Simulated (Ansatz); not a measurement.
GeBrH3 (GeH3Br). Total charge 0; singlet. Geometry relaxed at PBE-D4/def2-TZVP.

```xyz
5

Ge   -0.181    0.063    0.015
Br    2.014   -0.695   -0.168
H    -0.692   -0.352    1.410
H    -0.992   -0.612   -1.111
H    -0.149    1.596   -0.147
```

(1) Estimate the harmonic wavenumbers at RKS PBE-D4/def2-TZVP (Ansatz, unscaled). Is this a minimum?

## Answers

(1) 295, 548, 548, 798, 837, 837, 2096, 2117, 2117 cm⁻¹. Yes, no mode is imaginary beyond noise. Zero-point energy 61.0 kJ/mol. It took 15 s on 4 threads of Intel Xeon Platinum 8259CL on a shared host.
